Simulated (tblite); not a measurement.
Compound: C₆H₁₅OP.
Geometry (GFN2-xTB, Å), atoms numbered from 1 in this order:
```xyz
23
C6H15OP angstrom
C      2.4627    0.8363   -0.8776
C      1.2559   -0.0553   -0.5858
C      1.7036   -1.3783    0.0240
C      0.2880    0.6725    0.3461
P     -1.2573   -0.2609    0.7332
C     -1.9609   -0.8112   -0.8699
C     -2.4085    1.0463    1.3136
O     -1.1116   -1.3493    1.7095
H      3.1522    0.3317   -1.5507
H      2.9930    1.0699    0.0434
H      2.1529    1.7702   -1.3425
H      0.7446   -0.2590   -1.5340
H      2.3574   -1.9127   -0.6622
H      2.2442   -1.2019    0.9514
H      0.8442   -2.0031    0.2508
H      0.0089    1.6360   -0.0853
H      0.7673    0.8549    1.3125
H     -2.9541   -1.2081   -0.6674
H     -2.0258   -0.0020   -1.5902
H     -1.3435   -1.6156   -1.2630
H     -2.5725    1.8199    0.5701
H     -1.9940    1.4831    2.2204
H     -3.3515    0.5637    1.5636
```

All values are computed: GFN2-xTB (tblite) harmonic vibrations without scaling, gas phase. Against measured fundamentals such values can be off by several per cent, at times by over 20. One conformer, not necessarily the lowest.

Harmonic wavenumbers (cm⁻¹): 42.6, 85.3, 133.8, 160.2, 184.5, 202.8, 210.5, 228.9, 240.5, 262.1, 276.6, 335.7, 361.6, 419.6, 438.3, 666.8, 731.2, 731.8, 784.2, 815.3, 833.9, 873.3, 880.5, 892.3, 949.5, 985.4, 989.1, 1045.2, 1133.4, 1183.5, 1210.9, 1235.6, 1258.1, 1310.2, 1316.7, 1327.7, 1333.1, 1409.8, 1420.6, 1425.8, 1432.0, 1433.2, 1440.4, 1448.4, 1491.3, 1494.9, 1504.9, 1505.7, 2919.3, 2942.4, 2959.5, 3006.0, 3009.3, 3011.4, 3018.5, 3025.0, 3027.5, 3030.7, 3036.0, 3036.3, 3038.7, 3041.4, 3056.2.

A = 2677, B = 1030, C = 960.7 MHz; mass 134.086 u (most abundant isotopes); point group C1, symmetry number 1.

Q: Zero-point energy?

A: Half the sum of the wavenumbers: 43618 cm⁻¹ = 521.79 kJ/mol.

Q: Entropy at 500 K, 1 bar (ideal gas, RRHO, classical rotation)?

A: Translation 180.69, rotation 128.56, vibration 244.61: S = 553.9 J/(mol K).

Q: And Cp and H(500 K) − H(0)?

A: Cp = 273.41 J/(mol K), of which vibrations give 240.15 (their classical limit is 63 R = 523.8); H(500 K) − H(0) = 79.87 kJ/mol without the zero-point energy, 63.24 from vibrations.

Q: How do the functions run with temperature in this model?

A: 
```tsv
T (K)	S (J/(mol K))	Cp (J/(mol K))	H − H(0) (kJ/mol)	G − H(0) (kJ/mol)	ln q(vib)
50	244.6	54.4	2.06	-10.17	0.48
100	293.4	90.0	5.69	-23.66	1.70
298.15	436.5	185.0	33.27	-96.87	7.95
373.15	481.8	220.0	48.47	-131.32	10.30
750	680.6	351.5	158.65	-351.77	21.59
1000	789.5	404.9	253.60	-535.86	28.48
```

q(vib) and H(0) count from the zero-point level.

Q: What must be added to the electronic energy to get the Gibbs energy at 500 K and 1 bar?

A: ZPE + [H(500 K) − H(0)] − T·S = 521.79 + 79.87 − 276.93 = 324.73 kJ/mol.

Q: Which modes carry the vibrational entropy at 500 K?

A: 42.6 cm⁻¹: 25.77; 85.3 cm⁻¹: 20.01; 133.8 cm⁻¹: 16.30; 160.2 cm⁻¹: 14.83; 184.5 cm⁻¹: 13.68; 202.8 cm⁻¹: 12.91 J/(mol K); the other 57 give 141.11 together.

Q: Blend soft modes into free rotors: weight 1/[1 + (100 cm⁻¹/ν̃)⁴] for the oscillator and the rest for a rotor with moment μB/(μ + B), μ = h/(8π²ν), B = 10⁻⁴⁴ kg m². What vibrational entropy results?

A: 231.70 J/(mol K) in place of 244.61, which changes −T·S at 500 K by +6.45 kJ/mol.

Hindered rotation and anharmonicity are outside this model. Other conformers, if any are populated, would add a mixing term that is left out. The structure is chiral; the term R ln 2 for an equal mix with its mirror image is left out.

Hardware: an Arm Neoverse V1 with one thread, shared host. The figure is for the frequency step alone.
